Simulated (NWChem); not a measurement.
# C2H6BNO; SMILES NB1COC1

```xyz
11

N      0.0000     0.0000    -1.9703
B      0.0000     0.0000    -0.5856
C      0.0000     1.0740     0.5839
O      0.0000     0.0000     1.5398
C      0.0000    -1.0740     0.5839
H      0.0000    -0.8476    -2.5231
H      0.0000     0.8476    -2.5231
H      0.8923     1.7212     0.6883
H     -0.8923     1.7212     0.6883
H      0.8923    -1.7212     0.6883
H     -0.8923    -1.7212     0.6883
```
Atoms are numbered in this order, from 1.

Level: PBE0/def2-SVP (NWChem), optimised geometry, unscaled harmonic frequencies. 

```
frequency (cm⁻¹)  IR intensity (km/mol)
----------------  ---------------------
103                                 2.3
312                                 0.2
327                                 3.1
503                                 0.0
546                               182.0
597                                 1.8
746                                 0.0
805                                 0.6
814                                 6.0
920                                 4.8
989                                14.9
1064                               57.4
1134                               92.5
1155                                0.0
1175                                2.1
1258                                3.8
1259                               28.3
1433                                1.3
1457                                0.6
1488                               51.7
1625                              225.0
3013                               85.8
3026                                0.1
3064                               70.8
3066                                0.0
3627                               38.5
3730                               42.1
```

```json
{
  "zero_point_energy": "56.1 kcal/mol",
  "thermal correction to the enthalpy at 298.15 K (with zero-point energy)": "60.0 kcal/mol",
  "heat capacity Cv": "19.2 cal/(mol K)",
  "entropy at 298.15 K and 1 atm (symmetry number 2)": "71.4 cal/(mol K)",
  "dipole_moment": "3.93 D"
}
```

Rigid rotor and harmonic oscillator.
